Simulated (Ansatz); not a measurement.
Reaction (ligand exchange at a B–C bond): `OCB[SiH3]` + CH₃SH → `CSB[SiH3]` + CH₃OH

Gas-phase electronic energies from Ansatz, PBE0-D4/def2-TZVP geometries. CCSD(T)/CBS is the MP2 limit (def2-TZVPP, def2-QZVPP) plus CCSD(T) − MP2 in def2-TZVPP, frozen cores. This one scheme is used for every species. Functionals use def2-TZVPP. Each species was taken in one conformer, which may not be the lowest.

CCSD(T)/CBS gives -1.20 eV.

Q: Another level gave -1.15 eV. Which?
A. BLYP-D4/def2-TZVPP
B. MP2/def2-TZVPP
C. BHLYP-D4/def2-TZVPP
D. HF/def2-TZVPP

A: C. BHLYP-D4 -1.15, BLYP-D4 -1.20, MP2/def2-TZVPP -1.26, HF/def2-TZVPP -1.03 eV.

Q: What do rigid-rotor, harmonic-oscillator terms from PBE0-D4/def2-TZVP frequencies (298.15 K, 1 bar) make of the CCSD(T)/CBS value? (Estimate.)

A: Ansatz gave: ΔZPE = +0.11 eV, ΔH = -1.09 eV, ΔS = -3 J/(mol·K), ΔG = -1.09 eV.

Largest T1 diagnostic among the species: 0.015.

The D4 term adds −0.03 eV with B3LYP and −0.02 eV with PBE0; it sums over pairs of atoms, weighted by their polarisabilities, and B3LYP, whose exchange is more repulsive, gets the larger term. From BLYP to BHLYP (50 % exact exchange), in def2-TZVPP and without D4, ΔE moves by +0.05 eV.

B3LYP here is the variant with VWN-RPA as its local correlation; programs differ in this.
